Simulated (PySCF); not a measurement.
S₆, optimised at GFN2-xTB:

```xyz
6

S      0.9874    -1.6072    -0.1998
S      1.8793     0.1388     0.4568
S      0.8155     1.5993    -0.5486
S     -0.9962     1.6108     0.4477
S     -1.8880    -0.1355    -0.2085
S     -0.8243    -1.5960     0.7968
```

Method: PySCF energies (xtb for GFN2) plus ideal-gas RRHO corrections (1 bar). 6-31G* has spherical d functions here. All species are closed-shell singlets. B3LYP is the form with VWN-RPA correlation.

Question: List the harmonic frequencies (cm⁻¹, unscaled) at this level and at the other levels, each on its own geometry.

Answer: 
- GFN2-xTB: 145, 145, 178, 178, 231, 275, 307, 412, 412, 470, 470, 495
- B3LYP/6-31G*: 161, 161, 201, 201, 259, 313, 323, 416, 417, 440, 440, 462
- HF/6-31G*: 177, 177, 235, 235, 286, 359, 515, 515, 518, 520, 534, 534
- PBE/def2-SVP: 156, 156, 185, 186, 227, 257, 301, 388, 388, 432, 432, 459
- PBE0/def2-TZVP: 167, 167, 207, 207, 274, 321, 397, 476, 476, 489, 489, 505
